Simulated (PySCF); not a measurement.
CH5BrInNO, SMILES [In]([O]C)([Br])[NH2].

The structure is a stationary point at B3LYP-D3(BJ)/def2-SVP. The def2 effective core potentials stand for the cores of In; spin–orbit coupling is left out. The values are those of a single conformer.

Two levels are set side by side: TDDFT-PBE/def2-SVPD (PySCF) and TDDFT-LC-ωPBE/def2-SVPD (PySCF). Vertical, same geometry. The lowest singlet is HOMO→LUMO 96 % with PBE and HOMO→LUMO 74 % with the other functional; states are paired by order. Differences are taken from unrounded values.

| quantity | TDDFT-LC-ωPBE |
|---|---|
| lowest singlet excitation (eV) | 5.19 |
| lowest triplet excitation (TDA) (eV) | 4.50 |
| first bright state (f over 0.05) (eV) | 5.46 |
| its oscillator strength | 0.05 |

Q: What does TDDFT-PBE give, and how far is it from TDDFT-LC-ωPBE? (Estimate from the structure and the level; the computed values follow.)

A: 
```json
[
 {"quantity": "lowest singlet excitation (eV)", "TDDFT-PBE": "3.37", "TDDFT-PBE minus TDDFT-LC-ωPBE": "-1.82"},
 {"quantity": "lowest triplet excitation (TDA) (eV)", "TDDFT-PBE": "3.07", "TDDFT-PBE minus TDDFT-LC-ωPBE": "-1.44"},
 {"quantity": "first bright state (f over 0.05) (eV)", "TDDFT-PBE": "5.08", "TDDFT-PBE minus TDDFT-LC-ωPBE": "-0.38"},
 {"quantity": "its oscillator strength", "TDDFT-PBE": "0.06", "TDDFT-PBE minus TDDFT-LC-ωPBE": "0.01"}
]
```

A lower first singlet is the usual sign of a functional without exact exchange. Differences between two approximate levels are no errors against the true value.

Rough cost on one machine, each run with all the roots and properties that it gave: TDDFT-LC-ωPBE against TDDFT-PBE about 4 times.
